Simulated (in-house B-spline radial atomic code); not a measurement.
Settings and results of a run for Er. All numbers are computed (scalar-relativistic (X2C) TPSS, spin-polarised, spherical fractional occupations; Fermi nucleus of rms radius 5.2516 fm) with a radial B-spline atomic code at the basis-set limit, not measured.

Command:
```bash
python run_scf.py task.json out
```
Settings (nuclear radius in fm, mass in u):
```
Z                68
configuration    [Xe] 4f12 6s2
hamiltonian      x2c
method           tpss,tpss
spin_polarised   True
nucleus          fermi
rms_radius       5.2516
atomic_mass      165.9303
speed_of_light   137.035999084
```

Output (hartree, bohr):
```
 radial grid: 77 intervals, B-splines of order 8, outer radius 50 bohr

 iter        energy (Eh)    residual
    1      -13085.738674    1.03e-01
    2      -13085.742436    3.69e-03
    3      -13085.742319    3.99e-03
    4      -13085.742134    4.60e-03
    5      -13085.735088    1.49e-02
    6      -13085.742901    7.84e-05
    7      -13085.742901    3.56e-05
    8      -13085.742901    1.79e-05
    9      -13085.742901    1.41e-06
   10      -13085.742901    1.44e-07

 total energy                    -13085.74290
 kinetic                           14449.6699
 electron-nucleus                 -32391.4131
 Hartree                            5137.6078
 exchange-correlation               -281.6075

 orbital      occ     eigenvalue          <r>       <r^2>       <1/r>       r_max
 1s up      1.000     -2103.7799    0.0196141 0.000535109     83.9204     0.01197
 1s down    1.000     -2103.7799    0.0196141 0.000535109     83.9204     0.01197
 2s up      1.000      -353.3994    0.0857151   0.0087439     19.4621     0.07305
 2s down    1.000      -353.3992    0.0857148  0.00874384     19.4622     0.07305
 2p up      3.000      -313.2293    0.0762266   0.0071115     16.8555     0.05903
 2p down    3.000      -313.2290    0.0762263  0.00711143     16.8556     0.05903
 3s up      1.000       -79.2921     0.224776   0.0578839     7.00384      0.2072
 3s down    1.000       -79.2662     0.224722   0.0578559     7.00604      0.2072
 3p up      3.000       -66.9914     0.223835   0.0581783     6.29444      0.2036
 3p down    3.000       -66.9640      0.22377   0.0581444     6.29648      0.2035
 3d up      5.000       -51.2372     0.203831   0.0487759     5.89744      0.1664
 3d down    5.000       -51.2144     0.203756   0.0487374     5.89922      0.1664
 4s up      1.000       -15.7058     0.508347    0.291928     2.89183      0.4745
 4s down    1.000       -15.6402     0.508395    0.291981     2.89109      0.4744
 4p up      3.000       -11.6443     0.538509     0.33015     2.58972      0.4953
 4p down    3.000       -11.5788     0.538592    0.330264       2.589      0.4952
 4d up      5.000        -6.1111     0.584071    0.396293     2.27142      0.5123
 4d down    5.000        -6.0449     0.584423    0.396866     2.27012      0.5122
 5s up      1.000        -1.9305      1.25404     1.77256     1.06952       1.114
 5s down    1.000        -1.8987      1.26011     1.79013     1.06307       1.118
 5p up      3.000        -0.9937       1.4893     2.53164    0.878127       1.273
 5p down    3.000        -0.9713      1.49961     2.56809    0.871148       1.278
 4f up      7.000        -0.1395     0.822203    0.941405     1.65117      0.5086
 4f down    5.000        -0.0809     0.847827     1.03502     1.62899      0.5092
 6s up      1.000        -0.1403      4.04896     18.6952    0.309186       3.432
 6s down    1.000        -0.1386       4.0755     18.9361    0.306941       3.459
```

Time taken, with all properties: 0.98 s on 1 thread of Arm Neoverse V1, on a shared host.

One-electron X2C: radii and densities carry no picture-change correction, so inner-shell <1/r> comes out high (for 1s by about 2 % at Z = 33, 5 % at 54, 10 % at 75, 30 % at 118) and <r> low.
